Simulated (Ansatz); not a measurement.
Correlation energies of CH₆OSeSi, SMILES `OC[SiH2][SeH]` by basis set

Z-matrix (Å, degrees):
```
C
Si 1 1.886
O 1 1.414 2 109.1
H 1 1.100 2 108.7 3 -122.7
H 1 1.102 2 107.7 3 121.8
Se 2 2.279 1 113.5 3 64.5
H 2 1.487 1 107.6 3 -173.6
H 2 1.483 1 110.2 3 -53.0
H 3 0.960 1 109.0 2 -175.7
H 6 1.469 2 92.8 1 74.8
```

Total charge 0; spin multiplicity 1. Correlated methods include outer-core shells of Se, which these sets cover unevenly. Scalar relativity is left out up to krypton. All single points use the PBE0-D4/def2-TZVP geometry. It is one conformer, not always the lowest. Frozen core, restricted reference, the Gaussian-basis code of Ansatz.

| basis | HF (Eh) | MP2 corr. | CCSD corr. | (T) | CCSD(T) total |
| --- | --- | --- | --- | --- | --- |
| def2-SVP | -2804.53329 | -0.66435 | ? | ? | ? |
| def2-TZVPP | -2805.07516 | -0.81494 | -0.85314 | ? | ? |
| def2-QZVPP | -2805.13719 | ? | – | – | – |

Fill in the withheld values. (Best estimate.)

Ansatz gave: def2-SVP CCSD corr.: -0.70700; def2-SVP (T): -0.01787; def2-SVP CCSD(T) total: -2805.25816; def2-TZVPP (T): -0.03142; def2-TZVPP CCSD(T) total: -2805.95972; def2-QZVPP MP2 corr.: -1.15928.
